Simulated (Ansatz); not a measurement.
Ansatz (a program for electronic structure) input (HF/6-31G*):

Ansatz 0.2 input:
```yaml
crystal:
  periodic: [false, false, false]
  atoms:
    - {symbol: C, position_ang: [1.86323454, -0.44181466, 0.59957318]}
    - {symbol: C, position_ang: [0.94713410, -0.39623557, -0.59487225]}
    - {symbol: B, position_ang: [-0.49482972, 0.13265574, -0.16679237]}
    - {symbol: O, position_ang: [-0.73065846, 1.46664109, -0.16301966]}
    - {symbol: O, position_ang: [-1.50743299, -0.68615343, 0.23870215]}
    - {symbol: H, position_ang: [2.28943469, 0.46754696, 0.98308538]}
    - {symbol: H, position_ang: [1.88064116, -1.30328153, 1.24369030]}
    - {symbol: H, position_ang: [0.88392565, -1.38499598, -1.04678628]}
    - {symbol: H, position_ang: [1.35936781, 0.27324047, -1.34481057]}
    - {symbol: H, position_ang: [-1.60245400, 1.67539410, 0.14589652]}
    - {symbol: H, position_ang: [-1.29424689, -1.60678256, 0.21922084]}
basis:
  gaussian:
    orbitals: 6-31G*
hamiltonian:
  xc: {name: HF}
magnetization: {spin_polarized: true, initial_magnetization: 1}
phonons: {temperatures: {t_min: 298.15, t_max: 298.15, t_step: 100}}
```

Output:

```
Functional definition: HF
integrals: 0.03 GiB planned
971 factors; integrals over basis functions are off by at most 3.5e-4 eV
mean field: 0.36 GiB planned
mean field evaluation 1: about -6899.4963 eV, gradient 3.0e1 eV
mean field evaluation 2: about -6899.5590 eV, gradient 3.0e1 eV
mean field evaluation 4: about -6903.5590 eV, gradient 3.0e0 eV
mean field evaluation 8: about -6903.6501 eV, gradient 1.7e-1 eV
mean field -6903.65072745 eV, -253.7044847712 hartree, gradient 6.0e-5 eV, S^2 0.762962; 0 other end points of the search recorded, 0 dependent functions left out
the calculation of the forces begins
reference -6903.65072745 eV, -253.7044847712 hartree; 20, 19 occupied and 67, 68 virtual orbitals, 971 factors
these checks for a lower state are left out or cut short: stability, starts, cluster_reference, orbital_swaps, neighbouring_geometries, increment
integrals: 0.03 GiB planned
971 factors; integrals over basis functions are off by at most 3.5e-4 eV
mean field: 0.36 GiB planned
mean field evaluation 16: about -6903.6507 eV, gradient 1.7e-4 eV
mean field -6903.65065249 eV, -253.7044820166 hartree, gradient 2.0e-6 eV, S^2 0.762926; 0 other end points of the search recorded, 0 dependent functions left out
the calculation of the forces begins
reference -6903.65065249 eV, -253.7044820166 hartree; 20, 19 occupied and 67, 68 virtual orbitals, 971 factors
these checks for a lower state are left out or cut short: stability, starts, cluster_reference, orbital_swaps, neighbouring_geometries, increment
integrals: 0.03 GiB planned
971 factors; integrals over basis functions are off by at most 3.5e-4 eV
mean field: 0.36 GiB planned
mean field -6903.65066045 eV, -253.7044823091 hartree, gradient 1.8e-6 eV, S^2 0.762999; 0 other end points of the search recorded, 0 dependent functions left out
the calculation of the forces begins
reference -6903.65066045 eV, -253.7044823091 hartree; 20, 19 occupied and 67, 68 virtual orbitals, 971 factors
these checks for a lower state are left out or cut short: stability, starts, cluster_reference, orbital_swaps, neighbouring_geometries, increment
integrals: 0.03 GiB planned
971 factors; integrals over basis functions are off by at most 3.5e-4 eV
mean field: 0.36 GiB planned
mean field -6903.65053290 eV, -253.7044776218 hartree, gradient 2.3e-6 eV, S^2 0.762971; 0 other end points of the search recorded, 0 dependent functions left out
the calculation of the forces begins
reference -6903.65053290 eV, -253.7044776218 hartree; 20, 19 occupied and 67, 68 virtual orbitals, 971 factors
these checks for a lower state are left out or cut short: stability, starts, cluster_reference, orbital_swaps, neighbouring_geometries, increment
integrals: 0.03 GiB planned
971 factors; integrals over basis functions are off by at most 3.5e-4 eV
mean field: 0.36 GiB planned
mean field evaluation 32: about -6903.6505 eV, gradient 9.2e-2 eV
mean field -6903.65052727 eV, -253.7044774149 hartree, gradient 2.0e-6 eV, S^2 0.762954; 0 other end points of the search recorded, 0 dependent functions left out
the calculation of the forces begins
reference -6903.65052727 eV, -253.7044774149 hartree; 20, 19 occupied and 67, 68 virtual orbitals, 971 factors
these checks for a lower state are left out or cut short: stability, starts, cluster_reference, orbital_swaps, neighbouring_geometries, increment
integrals: 0.03 GiB planned
971 factors; integrals over basis functions are off by at most 3.5e-4 eV
mean field: 0.36 GiB planned
mean field -6903.65058678 eV, -253.7044796018 hartree, gradient 1.8e-6 eV, S^2 0.762957; 0 other end points of the search recorded, 0 dependent functions left out
the calculation of the forces begins
reference -6903.65058678 eV, -253.7044796018 hartree; 20, 19 occupied and 67, 68 virtual orbitals, 971 factors
these checks for a lower state are left out or cut short: stability, starts, cluster_reference, orbital_swaps, neighbouring_geometries, increment
integrals: 0.03 GiB planned
971 factors; integrals over basis functions are off by at most 3.5e-4 eV
mean field: 0.36 GiB planned
mean field -6903.65059376 eV, -253.7044798581 hartree, gradient 1.8e-6 eV, S^2 0.762967; 0 other end points of the search recorded, 0 dependent functions left out
the calculation of the forces begins
reference -6903.65059376 eV, -253.7044798581 hartree; 20, 19 occupied and 67, 68 virtual orbitals, 971 factors
these checks for a lower state are left out or cut short: stability, starts, cluster_reference, orbital_swaps, neighbouring_geometries, increment
integrals: 0.03 GiB planned
971 factors; integrals over basis functions are off by at most 3.5e-4 eV
mean field: 0.36 GiB planned
mean field -6903.65059155 eV, -253.7044797770 hartree, gradient 2.1e-6 eV, S^2 0.762976; 0 other end points of the search recorded, 0 dependent functions left out
[...]
these checks for a lower state are left out or cut short: stability, starts, cluster_reference, orbital_swaps, neighbouring_geometries, increment
integrals: 0.03 GiB planned
971 factors; integrals over basis functions are off by at most 3.5e-4 eV
mean field: 0.36 GiB planned
mean field -6903.65057297 eV, -253.7044790943 hartree, gradient 1.5e-6 eV, S^2 0.762962; 0 other end points of the search recorded, 0 dependent functions left out
the calculation of the forces begins
reference -6903.65057297 eV, -253.7044790943 hartree; 20, 19 occupied and 67, 68 virtual orbitals, 971 factors
these checks for a lower state are left out or cut short: stability, starts, cluster_reference, orbital_swaps, neighbouring_geometries, increment
integrals: 0.03 GiB planned
971 factors; integrals over basis functions are off by at most 3.5e-4 eV
mean field: 0.36 GiB planned
mean field -6903.65057184 eV, -253.7044790527 hartree, gradient 1.3e-6 eV, S^2 0.762962; 0 other end points of the search recorded, 0 dependent functions left out
the calculation of the forces begins
reference -6903.65057184 eV, -253.7044790527 hartree; 20, 19 occupied and 67, 68 virtual orbitals, 971 factors
these checks for a lower state are left out or cut short: stability, starts, cluster_reference, orbital_swaps, neighbouring_geometries, increment
integrals: 0.03 GiB planned
971 factors; integrals over basis functions are off by at most 3.5e-4 eV
mean field: 0.36 GiB planned
mean field evaluation 352: about -6903.6507 eV, gradient 6.6e-5 eV
mean field -6903.65070468 eV, -253.7044839346 hartree, gradient 1.8e-6 eV, S^2 0.762962; 0 other end points of the search recorded, 0 dependent functions left out
the calculation of the forces begins
reference -6903.65070468 eV, -253.7044839346 hartree; 20, 19 occupied and 67, 68 virtual orbitals, 971 factors
these checks for a lower state are left out or cut short: stability, starts, cluster_reference, orbital_swaps, neighbouring_geometries, increment
integrals: 0.03 GiB planned
971 factors; integrals over basis functions are off by at most 3.5e-4 eV
mean field: 0.36 GiB planned
mean field -6903.65070337 eV, -253.7044838864 hartree, gradient 1.8e-6 eV, S^2 0.762962; 0 other end points of the search recorded, 0 dependent functions left out
the calculation of the forces begins
reference -6903.65070337 eV, -253.7044838864 hartree; 20, 19 occupied and 67, 68 virtual orbitals, 971 factors
these checks for a lower state are left out or cut short: stability, starts, cluster_reference, orbital_swaps, neighbouring_geometries, increment
integrals: 0.03 GiB planned
971 factors; integrals over basis functions are off by at most 3.5e-4 eV
mean field: 0.36 GiB planned
mean field -6903.65070636 eV, -253.7044839963 hartree, gradient 2.4e-6 eV, S^2 0.762962; 0 other end points of the search recorded, 0 dependent functions left out
the calculation of the forces begins
reference -6903.65070636 eV, -253.7044839963 hartree; 20, 19 occupied and 67, 68 virtual orbitals, 971 factors
these checks for a lower state are left out or cut short: stability, starts, cluster_reference, orbital_swaps, neighbouring_geometries, increment
integrals: 0.03 GiB planned
971 factors; integrals over basis functions are off by at most 3.5e-4 eV
mean field: 0.36 GiB planned
mean field -6903.65070279 eV, -253.7044838652 hartree, gradient 2.4e-6 eV, S^2 0.762962; 0 other end points of the search recorded, 0 dependent functions left out
the calculation of the forces begins
reference -6903.65070279 eV, -253.7044838652 hartree; 20, 19 occupied and 67, 68 virtual orbitals, 971 factors
these checks for a lower state are left out or cut short: stability, starts, cluster_reference, orbital_swaps, neighbouring_geometries, increment
integrals: 0.03 GiB planned
971 factors; integrals over basis functions are off by at most 3.5e-4 eV
mean field: 0.36 GiB planned
mean field -6903.65070722 eV, -253.7044840279 hartree, gradient 2.0e-6 eV, S^2 0.762962; 0 other end points of the search recorded, 0 dependent functions left out
the calculation of the forces begins
reference -6903.65070722 eV, -253.7044840279 hartree; 20, 19 occupied and 67, 68 virtual orbitals, 971 factors
these checks for a lower state are left out or cut short: stability, starts, cluster_reference, orbital_swaps, neighbouring_geometries, increment
integrals: 0.03 GiB planned
971 factors; integrals over basis functions are off by at most 3.5e-4 eV
mean field: 0.36 GiB planned
mean field evaluation 384: about -6903.6507 eV, gradient 2.1e-6 eV
mean field -6903.65070919 eV, -253.7044841001 hartree, gradient 2.1e-6 eV, S^2 0.762962; 0 other end points of the search recorded, 0 dependent functions left out
the calculation of the forces begins
reference -6903.65070919 eV, -253.7044841001 hartree; 20, 19 occupied and 67, 68 virtual orbitals, 971 factors
these checks for a lower state are left out or cut short: stability, starts, cluster_reference, orbital_swaps, neighbouring_geometries, increment
integrals: 0.03 GiB planned
971 factors; integrals over basis functions are off by at most 3.5e-4 eV
mean field: 0.36 GiB planned
mean field -6903.65054482 eV, -253.7044780598 hartree, gradient 1.8e-6 eV, S^2 0.762962; 0 other end points of the search recorded, 0 dependent functions left out
the calculation of the forces begins
reference -6903.65054482 eV, -253.7044780598 hartree; 20, 19 occupied and 67, 68 virtual orbitals, 971 factors
these checks for a lower state are left out or cut short: stability, starts, cluster_reference, orbital_swaps, neighbouring_geometries, increment
integrals: 0.03 GiB planned
971 factors; integrals over basis functions are off by at most 3.5e-4 eV
mean field: 0.36 GiB planned
mean field -6903.65054961 eV, -253.7044782357 hartree, gradient 1.8e-6 eV, S^2 0.762962; 0 other end points of the search recorded, 0 dependent functions left out
the calculation of the forces begins
reference -6903.65054961 eV, -253.7044782357 hartree; 20, 19 occupied and 67, 68 virtual orbitals, 971 factors
these checks for a lower state are left out or cut short: stability, starts, cluster_reference, orbital_swaps, neighbouring_geometries, increment
integrals: 0.03 GiB planned
971 factors; integrals over basis functions are off by at most 3.5e-4 eV
mean field: 0.36 GiB planned
mean field -6903.65072215 eV, -253.7044845766 hartree, gradient 2.4e-6 eV, S^2 0.762962; 0 other end points of the search recorded, 0 dependent functions left out
the calculation of the forces begins
reference -6903.65072215 eV, -253.7044845766 hartree; 20, 19 occupied and 67, 68 virtual orbitals, 971 factors
these checks for a lower state are left out or cut short: stability, starts, cluster_reference, orbital_swaps, neighbouring_geometries, increment
integrals: 0.03 GiB planned
971 factors; integrals over basis functions are off by at most 3.5e-4 eV
mean field: 0.36 GiB planned
mean field -6903.65072416 eV, -253.7044846503 hartree, gradient 2.7e-6 eV, S^2 0.762962; 0 other end points of the search recorded, 0 dependent functions left out
the calculation of the forces begins
reference -6903.65072416 eV, -253.7044846503 hartree; 20, 19 occupied and 67, 68 virtual orbitals, 971 factors
Total energy: -6903.65072745 eV, -253.7044847712 hartree
Atom 0 at     1.863235    -0.441815     0.599573 Å, force    -0.001598     0.001153    -0.001448 eV/Å
Atom 1 at     0.947134    -0.396236    -0.594872 Å, force     0.000850     0.000445     0.001064 eV/Å
Atom 2 at    -0.494830     0.132656    -0.166792 Å, force    -0.001040     0.000654    -0.001483 eV/Å
Atom 3 at    -0.730658     1.466641    -0.163020 Å, force    -0.000788    -0.000758    -0.000293 eV/Å
Atom 4 at    -1.507433    -0.686153     0.238702 Å, force     0.001025     0.000519     0.000449 eV/Å
Atom 5 at     2.289435     0.467547     0.983085 Å, force     0.001232     0.000048     0.000370 eV/Å
Atom 6 at     1.880641    -1.303282     1.243690 Å, force     0.000287    -0.001037     0.001282 eV/Å
Atom 7 at     0.883926    -1.384996    -1.046786 Å, force     0.000144    -0.000664    -0.000256 eV/Å
Atom 8 at     1.359368     0.273240    -1.344811 Å, force    -0.000283    -0.000079    -0.000036 eV/Å
Atom 9 at    -1.602454     1.675394     0.145897 Å, force     0.000528     0.000289     0.000754 eV/Å
Atom 10 at    -1.294247    -1.606783     0.219221 Å, force    -0.000358    -0.000571    -0.000404 eV/Å
Dipole moment:    -0.115455    -0.308723     0.050971 e Å
Vibrations: 24.28 168.29 197.57 356.78 455.71 482.97 539.50 614.32 715.24 813.04 826.35 1037.61 1086.98 1104.40 1120.82 1330.91 1356.97 1459.41 1532.21 1595.34 1615.61 3181.78 3233.51 3310.94 3410.99 4106.63 4149.47 cm⁻¹, zero-point energy 2.468998 eV
```

The blocks after the first are displaced geometries, from whose forces the wavenumbers follow.
